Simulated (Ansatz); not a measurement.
Cost and result for the atomization energy of `C=C(F)[SiH2]O` (10 atoms, 9 bonds).

Cartesian coordinates in Å:
```
C 0.5195 -0.7640 -1.4017
C 0.0552 0.3512 -0.8626
F -0.2690 1.3940 -1.6648
Si -0.2293 0.6798 0.9645
O 0.0127 -0.6991 1.8265
H 0.7908 -1.5886 -0.7555
H 0.6486 -0.8736 -2.4727
H 0.7503 1.6710 1.4626
H -1.6128 1.2033 1.1167
H -0.6659 -1.3741 1.7870
```

Charge 0, multiplicity 1. Geometry: relaxed with PBE0-D4/def2-TZVP. It is one conformer, not always the lowest. Program: Ansatz. All runs use 4 threads of an Arm Neoverse V1 on a shared host. Times are those of one run each, without the atoms' runs, and a repeat can differ threefold. Electronic energies, without spin–orbit coupling; frozen cores. CCSD(T)/CBS adds CCSD(T) − MP2 in def2-TZVPP to the MP2 limit, and its time is that of the two runs behind it. T1 = 0.012. B3LYP takes the VWN-RPA correlation (the form of Gaussian; ORCA's B3LYP/G).

CCSD(T)/CBS is a level of theory with its own doubt, some kJ/mol a heavy atom from the limit and from the frozen cores, so smaller differences don't rank the functionals.

```
                             level  functions  wall time
   PBE-D4/def2-TZVPP (with forces)        236      2.3 s
                PBE0-D4/def2-TZVPP        236      3.3 s
r2SCAN-D4/def2-TZVPP (with forces)        236      4.7 s
 B3LYP-D4/def2-TZVPP (with forces)        236      4.9 s
                 B2PLYP/def2-TZVPP        236        6 s
                ωB97X-V/def2-TZVPP        236        8 s
  ωB97M-V/def2-TZVPP (with forces)        236       12 s
                    MP2/def2-QZVPP        448       28 s
                CCSD(T)/def2-TZVPP        236    2.4 min
                 CCSD(T)/CBS(def2)          –    2.8 min
```

Question: What atomization energy does each give, and how far from CCSD(T)/CBS? (Best estimate.)

Answer: Ansatz gave: 
```
                             level  atomization (kcal/mol)  difference from CCSD(T)/CBS  per bond
   PBE-D4/def2-TZVPP (with forces)                   939.8                         17.5       1.9
                PBE0-D4/def2-TZVPP                   918.7                         -3.6      -0.4
r2SCAN-D4/def2-TZVPP (with forces)                   923.3                          1.0       0.1
 B3LYP-D4/def2-TZVPP (with forces)                   919.7                         -2.6      -0.3
                 B2PLYP/def2-TZVPP                   911.5                        -10.8      -1.2
                ωB97X-V/def2-TZVPP                   922.8                          0.5       0.1
  ωB97M-V/def2-TZVPP (with forces)                   923.6                          1.3       0.2
                    MP2/def2-QZVPP                   931.6                          9.3       1.0
                CCSD(T)/def2-TZVPP                   896.7                        -25.6      -2.8
                 CCSD(T)/CBS(def2)                   922.3                          0.0       0.0
```

The D4 term adds +7.1 kcal/mol with B3LYP and +3.7 kcal/mol with PBE0; it sums over pairs of atoms, weighted by their polarisabilities, and B3LYP, whose exchange is more repulsive, gets the larger term. From PBE to PBE0 (25 % exact exchange), in def2-TZVPP and without D4, the atomization energy moves by −20.4 kcal/mol: exact exchange takes away binding that semilocal exchange gives to molecules. In def2-TZVPP, CCSD(T) changes the Hartree–Fock value by +231.0 kcal/mol (the triples alone add +14.7 kcal/mol) and MP2 by +250.7 kcal/mol; breaking electron pairs costs correlation energy, which Hartree–Fock lacks.
